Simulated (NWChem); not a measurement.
Species: GaHOCl2; SMILES [OH][Ga]([Cl])[Cl]

```xyz
5

Ga    -0.2805    -0.0332     0.0000
Cl     0.7210     1.8493     0.0000
Cl     0.8294    -1.8392     0.0000
O     -2.0431    -0.1240     0.0000
H     -2.4744     0.7381     0.0000
```
Atoms are numbered in this order, from 1.

Results from NWChem. Pople sets run with spherical d functions. Geometry: optimised at PBE0/def2-SVP. Field at 589 nm.

### Question
Predict the results for B3LYP/6-31G*. Quantities: isotropic polarisability (bohr³); anisotropy (bohr³).

### Answer
The isotropic polarisability (bohr³) is 46.8 and the anisotropy (bohr³) comes out as 27.5.
